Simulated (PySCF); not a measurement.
Start geometry of `CC[NH+]1[BH2-][NH2+][BH2-]1` from GFN2-xTB (Å):
```
atom  x, y, z in Å
C1     2.3775   -0.0129   -0.0490
C2     1.0998   -0.4917    0.6283
N3    -0.0499   -0.3979   -0.2631
B4    -1.4767   -0.8240    0.2947
N5    -2.1054    0.5801   -0.0936
B6    -0.6651    1.0321   -0.5876
H7     2.6164   -0.6408   -0.9056
H8     3.2126   -0.0480    0.6459
H9     2.2517    1.0097   -0.3953
H10    0.8926    0.1231    1.5060
H11    1.2186   -1.5298    0.9617
H12    0.1776   -0.9009   -1.1129
H13   -1.9536   -1.7189   -0.3262
H14   -1.4552   -0.9893    1.4697
H15   -2.4836    1.1115    0.6790
H16   -2.8077    0.5432   -0.8200
H17   -0.6477    1.2799   -1.7503
H18   -0.2107    1.8809    0.1066
```

**Question.** What comes out of this run: PBE0-D3(BJ)/def2-SVP geometry optimisation, gas phase (PySCF)?

**Answer.** 
```
atom  x, y, z in Å
C1     2.4054    0.0341    0.0159
C2     1.1325   -0.4677    0.6659
N3    -0.0202   -0.3914   -0.2329
B4    -1.4583   -0.7874    0.3340
N5    -2.0899    0.6252   -0.0558
B6    -0.6384    1.0419   -0.5704
H7     2.6743   -0.5727   -0.8641
H8     3.2478   -0.0129    0.7214
H9     2.2901    1.0780   -0.3130
H10    0.8901    0.1322    1.5552
H11    1.2509   -1.5093    1.0097
H12    0.1915   -0.9077   -1.0842
H13   -1.9637   -1.7071   -0.2866
H14   -1.4263   -0.9488    1.5417
H15   -2.4440    1.1701    0.7245
H16   -2.8082    0.5924   -0.7730
H17   -0.6241    1.2906   -1.7637
H18   -0.1469    1.9091    0.1323
```

The energy falls by 1.7 kcal/mol over 4 energy and gradient evaluations, the largest force component goes from 0.0147 to 1.3e-04 Eh/bohr, and the atoms move by 0.035 Å rms after alignment. Among the bonds, B4–H14 and B6–H18 change most and about equally (+0.032 to +0.033 Å). Bonds longer at the end by more than 0.005 Å: 14 of 18; shorter: 1. Rotational constants go from 7861, 2146, 1876 to 7766, 2127, 1862 MHz. The orientation of the end geometry is arbitrary; only internal coordinates are fixed.

The run used 144 basis functions and 25 SCF cycles in all. Hardware: one thread, x86-64 server (shared host). Cost: 29 s of wall time.

No PBE0-D3(BJ)/def2-SVP frequencies stand behind this structure, so it isn't proved a minimum. One conformer, not necessarily the lowest.
